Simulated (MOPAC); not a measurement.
The same groups moved round the core (quinoline silyl+mercapto). All species are isolated molecules in the gas phase. One relaxed conformer stands for each flexible species; it need not be the lowest. Strings in code marks are SMILES.

Quantity: electronic energy of isomers of C9H9NSSi relative to `[SiH3]c1cc2ccccc2nc1S` (N–C–S–H torsion 0°), in kcal/mol. Semi-empirical values (MOPAC) are differences of heats of formation.

Case: `[SiH3]c1c(S)cnc2ccccc12` (C–C–S–H torsion 180°). Geometry of `c1ccc2c([SiH3])c(cnc2c1)S` (neutral, multiplicity 1, Å):

```xyz
21

Si     1.9656     1.9676    -0.0246
C      1.1219     0.2675    -0.0174
C      1.8363    -0.9393    -0.0346
S      3.6127    -0.9837    -0.0652
C      1.1068    -2.1781    -0.0267
N     -0.2030    -2.2708    -0.0049
C     -0.9375    -1.1175     0.0117
C     -2.3570    -1.2229     0.0348
C     -3.1493    -0.0847     0.0521
C     -2.5441     1.1997     0.0469
C     -1.1622     1.3304     0.0246
C     -0.3141     0.1834     0.0063
H      3.4551     1.7941    -0.0457
H      1.5796     2.7463     1.2030
H      1.5456     2.7531    -1.2367
H      3.6922    -2.3448    -0.0734
H      1.6744    -3.1296    -0.0397
H     -2.7849    -2.2359     0.0382
H     -4.2460    -0.1724     0.0699
H     -3.1763     2.1004     0.0606
H     -0.7157     2.3372     0.0208
```

**Question.** Predict the electronic energy of isomers of C9H9NSSi relative to `[SiH3]c1cc2ccccc2nc1S` (N–C–S–H torsion 0°) from PM3 // PBE-D3(BJ)/def2-SVP (MOPAC).

**Answer.** 2.24 kcal/mol.
